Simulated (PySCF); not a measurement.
Compound: CH₃BF₄Si.
Bonds: F1–B2, B2–F3, B2–Si4, Si4–C5, C5–F6, C5–F7. Hydrogens: H8, H9 on Si4; H10 on C5.

Computed with PySCF at CAM-B3LYP/def2-SVPD, non-relativistic, on one gas-phase PBE0-D3(BJ)/def2-SVP geometry that isn't relaxed in the solvent. The solvent is an IEF-PCM continuum (cavity from Bondi-type radii × 1.2), and excitations are vertical TDDFT with non-equilibrium linear response and a frozen core. Only the electrostatic response of the medium enters.

Gas-phase singlets (H = HOMO, L = LUMO):

```
state  E (eV)  λ (nm)      f  leading configuration
   S1   6.564     189  0.040                H→L 66%
   S2   7.063     176  0.025              H-1→L 64%
   S3   8.092     153  0.029              H-2→L 72%
   S4   8.162     152  0.027              H→L+2 47%
   S5   8.307     149  0.033              H→L+3 58%
```

Q: Give the list for acetone (ε = 20.49), n² = 1.85.

A: 
| state | E (eV) | λ (nm) | f | leading configuration | change by rank (eV) |
| --- | --- | --- | --- | --- | --- |
| S1 | 6.605 | 188 | 0.050 | H→L 61% | +0.041 |
| S2 | 7.096 | 175 | 0.032 | H-1→L 59% | +0.033 |
| S3 | 8.030 | 154 | 0.051 | H-2→L 83% | -0.062 |
| S4 | 8.246 | 150 | 0.050 | H→L+2 43% | +0.084 |
| S5 | 8.321 | 149 | 0.012 | H→L+3 41% | +0.014 |

Q: The ground-state energy changes by -0.163 eV from gas to acetone. By how much does the total energy of gas-phase S1 change?

A: E(S1) = E(S0) + excitation energy, so it changes by -0.163 + 0.041 = -0.122 eV: it is lowered less than the ground state, which is what a blue shift means. This is the vertical state, with the slow part of the continuum still set for S0.

Q: How do the frontier levels move from gas to acetone?

A: 
```json
{"orbital": "LUMO+2", "gas (eV)": "1.12", "solvent (eV)": "1.45", "change (eV)": "+0.33", "Löwdin shares, gas": "Si4 32 %, B2 14 %, H8 11 %, C5 9 %", "Löwdin shares, solvent": "Si4 27 %, C5 13 %, B2 12 %, H9 10 %"}
{"orbital": "LUMO+1", "gas (eV)": "0.81", "solvent (eV)": "1.03", "change (eV)": "+0.22", "Löwdin shares, gas": "B2 48 %, Si4 19 %, F3 7 %, F1 6 %", "Löwdin shares, solvent": "B2 52 %, Si4 14 %, F3 8 %, F1 8 %"}
{"orbital": "LUMO", "gas (eV)": "-0.41", "solvent (eV)": "-0.09", "change (eV)": "+0.32", "Löwdin shares, gas": "B2 36 %, Si4 23 %, F1 13 %, F3 12 %", "Löwdin shares, solvent": "B2 36 %, Si4 23 %, F1 13 %, F3 12 %"}
{"orbital": "HOMO", "gas (eV)": "-10.36", "solvent (eV)": "-10.15", "change (eV)": "+0.21", "Löwdin shares, gas": "C5 26 %, Si4 19 %, F6 19 %, F7 16 %", "Löwdin shares, solvent": "C5 26 %, Si4 19 %, F6 18 %, F7 15 %"}
{"orbital": "HOMO-1", "gas (eV)": "-11.06", "solvent (eV)": "-10.77", "change (eV)": "+0.29", "Löwdin shares, gas": "Si4 32 %, B2 20 %, F3 11 %, H8 9 %", "Löwdin shares, solvent": "Si4 33 %, B2 20 %, F3 10 %, H8 10 %"}
{"orbital": "HOMO-2", "gas (eV)": "-11.87", "solvent (eV)": "-11.49", "change (eV)": "+0.38", "Löwdin shares, gas": "Si4 41 %, H9 24 %, H8 24 %", "Löwdin shares, solvent": "Si4 41 %, H9 24 %, H8 24 %"}
{"orbital": "HOMO-3", "gas (eV)": "-13.30", "solvent (eV)": "-13.16", "change (eV)": "+0.14", "Löwdin shares, gas": "F6 32 %, F7 30 %, C5 17 %, H10 9 %", "Löwdin shares, solvent": "F7 30 %, F6 29 %, C5 18 %, H10 10 %"}
```

The HOMO–LUMO gap goes from 9.96 to 10.05 eV.

Conformer computed: `[F:1][B:2]([F:3])[SiH2:4][CH:5]([F:6])[F:7]`: F1–B2–Si4–C5 143°, B2–Si4–C5–F6 -176°.
